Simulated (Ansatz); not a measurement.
Total energies of `C[N]=[Mo](=[O])([Cl])[Cl]`.

```xyz
9

C    -0.069   -0.819    1.350
N    -0.357    0.036    0.259
Mo    0.085    0.739   -1.238
O     1.590    0.123   -1.606
Cl    0.200    2.979   -0.926
Cl   -1.441    0.072   -2.774
H     0.910   -1.297    1.232
H    -0.078   -0.241    2.280
H    -0.841   -1.592    1.423
```

The species carries charge 0 and has multiplicity 1. Correlated methods include outer-core shells of Mo, which these sets cover unevenly. Mo: def2 effective core potential. The geometry is a stationary point of PBE0-D4/def2-TZVP. Basis def2-TZVPP, Ansatz.

RPA on PBE orbitals: Hartree–Fock energy of these orbitals -1155.55807 Eh, correlation -2.35968 Eh (frozen core).

```csv
functional,energy without D4 (Eh),D4 term (kJ/mol)
LDA (SPW92),-1154.38287,–
PBE,-1158.27174,-29.5
revPBE,-1158.64620,-76.3
BLYP,-1158.74131,-62.5
r2SCAN,-1158.69149,-7.2
B97M-V,-1158.53023,–
PBE0,-1158.27384,-25.4
B3LYP,-1158.83693,-47.8
r2SCANh,-1158.64414,-7.9
r2SCAN0,-1158.57531,-8.8
HSE06 (plane-wave form),-1158.25044,-24.0
BHLYP,-1158.53158,-40.6
CAM-B3LYP,-1158.68080,-26.4
LC-ωPBE,-1158.41194,–
ωB97X-V,-1158.53314,–
ωB97M-V,-1158.57054,–
B2PLYP,-1158.33477,–
PBE-QIDH,-1158.03079,–
```

B3LYP takes the VWN-RPA correlation (the form of Gaussian; ORCA's B3LYP/G). HSE06 is the plane-wave form, built on full-range PBE exchange. The double hybrids freeze the cores in their second-order part.

LC-ωPBE has ω = 0.4 bohr⁻¹.
